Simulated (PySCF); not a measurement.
The group X on BH2-X is varied. All species are isolated molecules in the gas phase. One relaxed conformer stands for each flexible species; it need not be the lowest. Strings in code marks are SMILES. All members: neutral, multiplicity 1. Level: B3LYP-D3(BJ)/def2-TZVP // M06-2X/def2-TZVP (PySCF). B3LYP has the VWN-RPA correlation part, as in Gaussian. Delta-SCF ions had no search for a lower state.  The removal energy is E(N − 1 electrons) − E(N electrons) at the parent's geometry; ε(HOMO) is measured against the vacuum level.

```tsv
species	−ε(HOMO) (eV)	vertical ionisation energy (Delta-SCF) (eV)
`BNC` (H–B–N–C torsion 180°)	7.65	10.24
`BC(=O)OC` (H–B–C–O torsion -87°, O–C–O–C torsion 0°)	7.79	10.33
`[BH2][GeH3]`	8.12	10.62
`BOC(C)=O` (H–B–O–C torsion 174°, B–O–C–O torsion -24°)	8.14	withheld
`BS` (H–B–S–H torsion 0°)	8.20	10.99
`BCl`	8.43	11.34
`B[N+]#[C-]`	9.09	12.00
`BF`	9.16	12.49
```

Question: Fit vertical ionisation energy (Delta-SCF) = a + b·x to the 7 complete rows by least squares, with x = −ε(HOMO) in eV. Give a, b and the rms residual, and predict the withheld value.

Answer: Means of the 7 rows: x̄ = 8.3486, ȳ = 11.144 eV. Σ(x − x̄)² = 2.0891 and Σ(x − x̄)(y − ȳ) = 2.9716, so b = 1.422 and a = ȳ − b·x̄ = -0.728 eV. The rms residual is 0.138 eV. At x = 8.14 the line gives 10.85 eV. The run for `BOC(C)=O` (H–B–O–C torsion 174°, B–O–C–O torsion -24°) gave 10.69 eV, so the line is off by 0.16 eV, within twice the rms residual.

Codes: PySCF.
